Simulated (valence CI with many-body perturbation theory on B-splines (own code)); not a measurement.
**La7+: what the settings do**

Calculated by configuration interaction combined with many-body perturbation theory (CI+MBPT): four valence electrons over a frozen Dirac-Fock core [Kr] 4d10, radial functions for each j: 5 s, 5 p, 5 d, 5 f, 2 g, with the one-electron correlation potential Σ1, the two-electron term Σ2, the three-electron term Σ3, Breit, model QED; selected CI, second order for the rest, scaled by the run's own slope (own B-spline code, finite nucleus).

No measured spectrum was set against this ion. As an estimate, levels hold to about 250 cm⁻¹ or 0.2 % of their energy and the worst to 1 %, as in measured heavy ions of charge 2 to 7; those with d or f electrons hold less well.

The reference run has the lowest level (5s^2 5p1/2^2) J=0 and an ionisation energy of 105.851 eV. Its largest variational space holds 9999 state functions.

Levels are named by their leading jj configuration (3d3/2^4 stands for four electrons in 3d with j = 3/2), which in mixed levels can hold well under half, so a name can repeat and another be missing.

Changed runs:
A. scale of Σ2 1 → 0
B. averaging of valence orbitals over low configurations on → off
C. size limit of the variational space 10000 → 3000; second order for the rest on → off
D. Davidson iteration limit 60 → 3 (bad on purpose)

Excitation energies of the reference run in cm⁻¹, and shifts in cm⁻¹:

```tsv
Level	Reference	A	B	C	D
(5s^2 5p1/2 5p3/2) J=1	19254	-348	+1.6	+89	0
(5s^2 5p1/2 5p3/2) J=2	25745	-80	+1.4	+504	0
(5s^2 5p3/2^2) J=2	50755	-213	+1.4	+381	+0.4
(5s^2 5p3/2^2) J=0	70774	+518	-11	+5.8	0
(4f5/2 5s^2 5p1/2) J=3	114882	+11923	+327	+475	+0.1
(4f7/2 5s^2 5p1/2) J=3	118875	+11937	+343	+495	0
(4f5/2 5s^2 5p1/2) J=2	119866	+11885	+334	+555	+0.2
(4f7/2 5s^2 5p1/2) J=4	120709	+11665	+354	+507	+0.1
(5s 5p1/2^2 5p3/2) J=2	137442	-4903	+8.1	+108	0
(4f5/2 5s^2 5p3/2) J=3	138688	+11426	+324	+613	+0.2
(4f7/2 5s^2 5p3/2) J=4	141357	+11318	+337	+584	+1.7
(4f7/2 5s^2 5p3/2) J=5	144641	+11344	+346	+217	0
Ionisation energy (eV)	105.851	+0.466	-8.7e-05	-0.0017	0
```

Run D: The Davidson iterations stopped at their limit.
